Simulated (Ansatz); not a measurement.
Basis-set series for FH2HfIO2 (`[OH][Hf]([OH])([F])[I]`). Total charge 0; spin multiplicity 1. Hf, I: def2 effective core potential. The structure was optimised at the PBE0-D4/def2-TZVP level. It is one conformer, not always the lowest.

Cartesian coordinates in Å:
```
O 0.448 -0.394 -1.595
Hf -0.253 0.339 0.011
O 0.658 -0.334 1.535
F -0.020 2.229 -0.042
I -2.923 -0.262 0.202
H 0.893 -0.833 -2.313
H 1.197 -0.745 2.202
```

```json
{"functional": "PBE0-D4", "basis": "def2-SVP", "functions": "110", "energy (Eh)": "-597.05935", "HOMO (eV)": "-7.52", "LUMO (eV)": "-0.43"}
{"functional": "PBE0-D4", "basis": "def2-QZVPP", "functions": "394", "energy (Eh)": "-597.41122", "HOMO (eV)": "-7.62", "LUMO (eV)": "-0.59"}
{"functional": "ωB97M-V", "basis": "def2-SVP", "functions": "110", "energy (Eh)": "-597.14287", "HOMO (eV)": "-9.59", "LUMO (eV)": "0.95"}
{"functional": "ωB97M-V", "basis": "def2-QZVPP", "functions": "394", "energy (Eh)": "-597.50177", "HOMO (eV)": "-9.71", "LUMO (eV)": "0.33"}
```

Problem. Give the rows for def2-TZVPP. (Best estimate.)

Solution. Computed: 
| functional | basis | functions | energy (Eh) | HOMO (eV) | LUMO (eV) |
| --- | --- | --- | --- | --- | --- |
| PBE0-D4 | def2-TZVPP | 227 | -597.39550 | -7.60 | -0.52 |
| ωB97M-V | def2-TZVPP | 227 | -597.48707 | -9.69 | 0.80 |

Positive LUMOs are unbound and depend on the basis.
